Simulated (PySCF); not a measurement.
The multiplicity is imposed and other spin states were not computed.

Cartesian coordinates (Å):
```xyz
10

Cd    -0.0174    -0.1373     0.0072
C      1.7497    -1.1651     0.4227
H      2.6092    -0.4812     0.3565
H      1.8902    -1.9806    -0.3020
H      1.7118    -1.5927     1.4354
O     -1.6100     0.9790    -0.3459
C     -2.8486     0.5039    -0.7762
H     -2.8179    -0.0088    -1.7631
H     -3.5476     1.3562    -0.8916
H     -3.3333    -0.2017    -0.0656
```
Charge 0, spin multiplicity 1.

**Question.** Estimate the total energy, HOMO–LUMO gap, LUMO, HOMO and dipole moment that TPSSh-D3(BJ)/def2-TZVP // r2SCAN-D4/def2-SVP (PySCF) returns for this input.

**Answer.** 
```json
{
 "total_energy": "-322.8051 Ha",
 "HOMO–LUMO gap": "5.10 eV",
 "LUMO": "-0.85 eV",
 "HOMO": "-5.96 eV",
 "dipole_moment": "2.02 D"
}
```
